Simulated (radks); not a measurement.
Valence configurations of Be (all share [He]). All-electron calculation, scalar-relativistic Kohn-Sham, PBE, spin-unpolarised, spherical densities, finite nucleus; Fermi nuclear charge, rms radius 2.519 fm. Program: a radial shooting solver on a logarithmic mesh with Libxc functionals. Energies are relative to 2s2; eigenvalues in eV.

| valence | E (eV) | e(2p) | e(2s) |
|---|---|---|---|
| 2s2 | 0.000 | - | -5.610 |
| 2s1.5 2p0.5 | 1.801 | -2.296 | -5.909 |
| 2s1 2p1 | 3.612 | -2.535 | -6.165 |
| 2s0.5 2p1.5 | 5.430 | -2.747 | -6.387 |
| 2p2 | 7.251 | -2.939 | - |

NIST lists [He] 2s2 as the ground configuration; this level of theory agrees among the configurations tried. The energies are those of spherical spin-averaged densities, not of single terms.
